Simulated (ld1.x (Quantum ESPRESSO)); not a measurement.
**hydrogen: one change to a PAW potential, before and after**

- Element: hydrogen (H)
- Generator: ld1.x (Quantum ESPRESSO) 7.5
- Type: PAW
- Functional: PBE
- Relativity: scalar-relativistic
- Frozen core: none
- Valence charge: 1
- Reference configuration: 1s1
- Partial waves: 1s (bound): rcut 1.10, rcutus 1.50 bohr; 1s channel at 2.1 Ry: rcut 1.10, rcutus 1.50 bohr; 2p channel at 0.1 Ry: rcut 1.45, rcutus 1.55 bohr; 2p channel at 1.8 Ry: rcut 1.45, rcutus 1.55 bohr
- Local potential: all-electron potential smoothed inside 1.45 bohr (lloc = -1)
- Core correction: none
- Augmentation charge: BESSEL, radius 1.25 bohr

Change: type TM; waves now 1s (bound): rc 1.50 bohr; 2p channel at 0.1 Ry: rc 1.55 bohr; local potential the p channel.

Cutoffs: the cutoffs (Ry, on a coarse ladder) from which the occupation-weighted sum of valence levels, in a spherical-Bessel basis at the reference potential, stays within 10 and 1 mRy of its value at 400 Ry; they do not see the model core or the augmentation charge, which bear on the density cutoff. Errors are all-electron minus pseudo energies relative to the spin-unpolarised reference configuration.

Problem. How do hardness, ghosts and transferability respond?

Solution. The potential gets harder (10 Ry and 18 Ry → 18 Ry and 30 Ry); neither file shows a bound ghost. Several settings change at once here, so the effects cannot be laid on one of them.

| quantity | base | changed |
| --- | --- | --- |
| cutoff, loose | 10 Ry | 18 Ry |
| cutoff, tight | 18 Ry | 30 Ry |
| bound ghosts | none | none |
| error for 1s0.5, meV [ΔE 4.76 eV] | 0.0 | +3.9 |
| s: phases at 1.70 bohr within 0.05 rad from the reference energy up to (Ry; the scan ends near 5) | to the end of the scan | 4.0 |
| p: phases at 1.70 bohr within 0.05 rad from the reference energy up to (Ry; the scan ends near 5) | to the end of the scan | to the end of the scan |
